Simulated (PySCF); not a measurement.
Be(F)(OH) (BeFHO), SMILES [OH][Be][F].

The structure is a stationary point at TPSSh-D3(BJ)/def2-TZVP. Other conformers were not sampled.

Method: M06-2X/def2-TZVPD in PySCF.

Gas-phase values at a fixed geometry.

Computed frontier levels, gap, dipole moment and polarisability:
```
Property                                                                                                       Result
---------------------------------------------------------------------------------------------  ----------------------
highest occupied level                                                                                      -11.36 eV
lowest empty level                                                                                           -0.51 eV
orbital gap                                                                                                  10.85 eV
dipole moment                                                                                                  1.96 D
quadrupole, principal values (traceless, Buckingham form, about the centre of nuclear charge)   -6.40, 1.14, 5.25 D·Å
mean static polarisability                                                                       17.8 bohr³ (2.64 Å³)
polarisability, principal values                                                               16.0, 16.1, 21.3 bohr³
```
